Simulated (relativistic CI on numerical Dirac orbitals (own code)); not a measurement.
**L2,3 absorption of copper in several valence states**

Computed multiplet spectra 2p⁶3dⁿ → 2p⁵3dⁿ⁺¹ (Dirac-Coulomb-Breit ions, Slater integrals scaled by 0.9, an assumed crystal field that grows with the charge, no charge transfer; 300 K; Lorentzian 0.4 eV and Gaussian 0.3 eV FWHM at both edges, so that L2 comes out sharper than in experiment). Peaks over 5 % are given in eV from the highest peak in the L3 region of each spectrum (height, largest 100). S of the lowest state is read from ⟨S²⟩, and the branching ratio is the share of L3, cut at the minimum between the edges.

Field parameters in Wybourne normalisation: Td as Oh with Dq negative (B⁴₀ = 21Dq, B⁴₄ = √(5/14) B⁴₀). The field is a parameter set, without covalency.

- Cu2+ (d9, Td, 10Dq = -7900 cm⁻¹): S = 0.50, branching ratio 1.00; peaks 0.0 (100)
- Cu3+ (d8, Td, 10Dq = -10200 cm⁻¹): S = 1.00, branching ratio 0.91; peaks 0.0 (100), 0.7 (59), 3.2 (16), 22.3 (12)
- Cu4+ (d7, Td, 10Dq = -12550 cm⁻¹): S = 1.50, high spin, branching ratio 0.76; peaks 0.0 (100), 0.7 (79), 1.7 (53), 2.2 (51), 3.3 (22), 4.2 (20), 5.6 (9), 6.4 (9), 20.1 (14), 20.9 (27), 21.8 (45), 24.3 (6), 25.1 (8)

The centroid of the whole edge, which also moves with the branching ratio, lies at 931.7 (Cu2+), 936.6 (Cu3+), 944.0 (Cu4+) eV in this ionic model, in steps of 4.9 to 7.4 eV. Compounds show about 1 to 2 eV a unit and lower energies for the high valences, since ligands screen the charge. The multiplet shape follows the d count and the spin state, and so serves as a fingerprint of valence. For d9 in this field spin-orbit coupling puts the hole into a state that the L2 transition cannot reach; a distortion restores L2.
